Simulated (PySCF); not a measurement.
**Assignment exercise: C₅H₁₄OSi**

Geometry (Å), atoms numbered from 1 in this order:
```xyz
21

C    -1.1008    1.3277   -0.4179
C    -0.8375   -0.0901    0.0922
C    -1.9097   -0.4862    1.1083
C    -0.8397   -1.0740   -1.0788
C     0.5376   -0.1296    0.7789
O     1.5455    0.2272   -0.1188
Si    3.1408    0.3436    0.1008
H    -1.1143    2.0340    0.4099
H    -0.3180    1.6239   -1.1112
H    -2.0591    1.3758   -0.9297
H    -1.7306   -1.4905    1.4862
H    -1.9154    0.2016    1.9512
H    -2.8914   -0.4650    0.6412
H    -0.6662   -2.0881   -0.7244
H    -1.7956   -1.0469   -1.5964
H    -0.0528   -0.8154   -1.7823
H     0.5450    0.5609    1.6322
H     0.7297   -1.1394    1.1644
H     3.5273    0.7542   -1.2391
H     3.4723    1.3327    1.1329
H     3.7238   -0.9392    0.5102
```

Non-relativistic Hamiltonian, single conformer, equivalent nuclei averaged, no solvent. GFN2-xTB structure; PBE0/pcSseg-1 with gauge-including orbitals; PySCF 2.14.

Shifts are taken against calculated references (same method and geometry level): TMS for 13C, 1H.

Task: Assign these signals to the numbered atoms. 13C{1H} NMR (computed): δ 78.4 (CH2), 35.7 (C), 27.5 (CH3).

Result: 
| δ (ppm) | atoms | environment | reason |
| --- | --- | --- | --- |
| 78.4 | C5 | sp3 CH2 bonded to O | deshielded by the electronegative neighbour |
| 35.7 | C2 | quaternary sp3 carbon | a saturated carbon with 4 carbon neighbours and no heteroatom attached |
| 27.5 | C1/C3/C4 | methyl carbon | aliphatic region, no heteroatom directly attached |

Task: Assign these signals to the numbered atoms. 1H NMR (600 MHz, computed): δ 4.94 (s, 3H), 3.39 (s, 2H), 0.97 (s, 9H).

Result: 
4.94 → H19/H20/H21, hydrogen on a silicon bonded to O
3.39 → H17/H18, hydrogen on an sp3 CH2 bonded to O: its carbon carries O, an electronegative neighbour
0.97 → H8/H9/H10/H11/H12/H13/H14/H15/H16, hydrogen on a methyl carbon: far from electronegative atoms and π systems

Shifts are as computed. Against solution values, carbons near 30 ppm lie about +3 ppm off and those near 130 ppm about +5 ppm (rms about the fit 2.1 ppm; single classes can miss by 10 ppm). Of 1328 compounds with measured shifts, 309 miss one by over three times the rms of a fit or turn the order of signals round; such compounds aren't used in these exercises. Signals without a measured value on file couldn't be tested in this way; 1H shifts scatter by 0.2 ppm about their fit, and single ones miss by 0.5 ppm. No couplings were computed; multiplicities are counted from neighbouring protons, with m where these are inequivalent, close in shift, in a saturated or five-membered ring or joined by F or P, and br s for small geminal =CH2 splittings.
